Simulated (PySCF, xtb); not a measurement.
B(H)(F)(Me) (CH₄BF), SMILES CBF.

xtb with GFN2-xTB at its own geometry gives an orbital gap of 5.02 eV and a dipole moment of 1.52 D.

The structure is a stationary point at PBE0-D3(BJ)/def2-TZVP.

Q: What does PySCF with M06-2X/def2-TZVPD give? (Estimate from the structure and the level; the computed values follow.)

A: gap 10.64 eV (levels -10.41 and 0.22 eV), dipole 1.36 D.
